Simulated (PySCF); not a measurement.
**Spinor energies of Zr (zirconium, neutral)**

Start: [Kr] 4d1 5s2 5p1; 4d5/2 filled at m_j = +5/2; 5p3/2 filled at m_j = +3/2. Calculated with PySCF 2.14 in x2c-SVPall-2c with one added diffuse shell each of s, p, d type (7s9p7d1f, 76 functions): generalised Hartree-Fock with the X2C-1e Hamiltonian and a Gaussian nucleus; one run each with spin-orbit coupling (SO) switched off, then screened by Boettger's factors. This is a chosen level, not necessarily the ground level.

```
spinor shell  electrons  ε, spin-free (eV)  ε, screened SO (eV)  weight of nominal j (screened SO)  rms radius, screened SO (bohr)
       1s1/2          2           -18098.6             -18097.7                              1.000                          0.0426
       2s1/2          2            -2581.9              -2581.6                              1.000                           0.176
       2p1/2          2            -2297.4              -2356.5                              1.000                           0.154
       2p3/2          4            -2297.4              -2269.2                              1.000                           0.158
       3s1/2          2            -457.27              -457.10                              1.000                           0.488
       3p1/2          2            -361.65              -371.33                              1.000                           0.489
       3d3/2          4            -204.49              -205.81                              0.998                           0.494
       3d5/2          6            -204.49              -203.36                              0.999                           0.497
       4s1/2          2            -71.559              -71.434                              1.000                            1.29
       4p3/2          4            -43.810              -43.230                              0.969                            1.47
       4p1/2          2            -43.810              -44.749                              0.938                            1.44
       4d5/2          1            -10.796              -10.640                              1.000                            2.32
       5s1/2          2             -7.742               -7.779                              0.796                            3.66
       5p3/2          1             -4.217               -4.114                              1.000                            5.23
```

Task: Where does 3p3/2 lie, and what is the 3p spin-orbit splitting (screened SO)?

Result: At -356.86 eV, 14.471 eV above 3p1/2.

| quantity | spin-free | screened SO |
| --- | --- | --- |
| E (hartree) | -3595.59063 | -3595.91722 |
| M_J | 4 | 4 |
| ⟨J²⟩ | 22.706 | 23.139 |
| ⟨L²⟩ | 14.123 | 14.465 |
| ⟨S²⟩ | 2.582 | 2.660 |

The determinant has a definite M_J but mixes levels of different J.

Each row is a mean over spinors that exchange with the open shell spreads, by up to 3.500 eV (4p3/2).

Rows whose weight is well below 1 are mixtures of j = l ± 1/2: exchange outweighs spin-orbit coupling there, and the label is only the starting occupation.

Breit and QED terms are absent; they matter most for the inner s and p1/2 levels.

Densities and radii are taken from the X2C orbitals without a picture-change correction, which distorts them close to the nucleus.

Without spin-orbit coupling the j labels of p, d and f shells carry no meaning; the spin-free column gives the mean over the occupied spinors of each nl shell, and its ⟨J²⟩ belongs to a mixture of degenerate components.
